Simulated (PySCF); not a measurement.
# Mayer bond orders and bond lengths

Species: C7H9O2P.
SMILES with atom numbers: `[CH:1]#[C:2][P@:3](=[O:4])([C:5]([CH3:6])=[O:7])[CH:8]1[CH2:9][CH2:10]1` (hydrogens: H11 on C1; H12, H13, H14 on C6; H15 on C8; H16, H17 on C9; H18, H19 on C10)

Structure used (GFN2-xTB), in Å, numbered top down from 1:
```xyz
19
C7H9O2P angstrom
C     -1.0611    0.8852   -2.9122
C     -0.6138    0.6876   -1.8147
P      0.0855    0.4643   -0.1976
O      0.3255    1.7041    0.5484
C      1.6366   -0.5187   -0.6066
C      2.8722    0.3021   -0.4810
O      1.5730   -1.6741   -0.9229
C     -1.0274   -0.7352    0.5875
C     -2.2522   -0.1503    1.2305
C     -1.1309   -0.6381    2.0811
H     -1.4655    1.0437   -3.8704
H      2.7682    1.1803   -1.1195
H      2.9335    0.6670    0.5449
H      3.7641   -0.2625   -0.7419
H     -1.0821   -1.7027    0.1083
H     -2.3899    0.9193    1.1526
H     -3.1694   -0.7187    1.1906
H     -1.2546   -1.5516    2.6429
H     -0.5214    0.1076    2.5725
```

Bond orders from the PBE0/pcSseg-1 density (PySCF). One conformer (not necessarily the lowest) at the GFN2-xTB geometry, without solvent, vibrations or thermal averaging.

How far do the computed orders between heavy atoms stray from the drawn ones?

The largest departure is 0.418, at C1–C2 (drawn triple, 2.582). Drawn single, order below 0.88: C2–P3 (0.788) and P3–C5 (0.776). Drawn double or triple, more than 0.30 short of the drawn order: C1–C2 (2.582).

Set the Mayer orders of the bonds beside their lengths.

```json
{"bond": "C1–C2", "drawn as": "triple", "length (Å)": "1.202", "Mayer order": "2.582"}
{"bond": "C2–P3", "drawn as": "single", "length (Å)": "1.776", "Mayer order": "0.788"}
{"bond": "P3–O4", "drawn as": "double", "length (Å)": "1.467", "Mayer order": "1.852"}
{"bond": "P3–C5", "drawn as": "single", "length (Å)": "1.881", "Mayer order": "0.776"}
{"bond": "C5–C6", "drawn as": "single", "length (Å)": "1.489", "Mayer order": "1.009"}
{"bond": "C5–O7", "drawn as": "double", "length (Å)": "1.200", "Mayer order": "1.987"}
{"bond": "P3–C8", "drawn as": "single", "length (Å)": "1.815", "Mayer order": "0.939"}
{"bond": "C8–C9", "drawn as": "single", "length (Å)": "1.502", "Mayer order": "0.931"}
{"bond": "C9–C10", "drawn as": "single", "length (Å)": "1.490", "Mayer order": "0.982"}
{"bond": "C10–C8", "drawn as": "single", "length (Å)": "1.500", "Mayer order": "0.933"}
{"bond": "C1–H11", "drawn as": "single", "length (Å)": "1.052", "Mayer order": "1.125"}
{"bond": "C6–H12", "drawn as": "single", "length (Å)": "1.091", "Mayer order": "0.924"}
{"bond": "C6–H13", "drawn as": "single", "length (Å)": "1.091", "Mayer order": "0.930"}
{"bond": "C6–H14", "drawn as": "single", "length (Å)": "1.087", "Mayer order": "0.948"}
{"bond": "C8–H15", "drawn as": "single", "length (Å)": "1.081", "Mayer order": "0.917"}
{"bond": "C9–H16", "drawn as": "single", "length (Å)": "1.081", "Mayer order": "0.941"}
{"bond": "C9–H17", "drawn as": "single", "length (Å)": "1.080", "Mayer order": "0.956"}
{"bond": "C10–H18", "drawn as": "single", "length (Å)": "1.080", "Mayer order": "0.953"}
{"bond": "C10–H19", "drawn as": "single", "length (Å)": "1.081", "Mayer order": "0.941"}
```

By pair of heavy elements: C–C: lowest C8–C9 and C10–C8 (0.931, 1.502 Å), highest C1–C2 (2.582, 1.202 Å). C–P: lowest P3–C5 (0.776, 1.881 Å), highest P3–C8 (0.939, 1.815 Å); in 1 of the 3 pairs the longer bond (by over 0.003 Å) has the higher order (by 0.02 or more). Bonds named together lie within 0.004.

Sum the orders of all bonds at each heavy atom with more than one neighbour and set the sums beside the valence in the SMILES.

C1 3.707 (drawn 4), C2 3.370 (drawn 4), P3 4.355 (drawn 5), C5 3.772 (drawn 4), C6 3.811 (drawn 4), C8 3.720 (drawn 4), C9 3.810 (drawn 4), C10 3.809 (drawn 4). Orders between atoms that aren't bonded are not in these sums.

Mayer orders depend on the basis set.
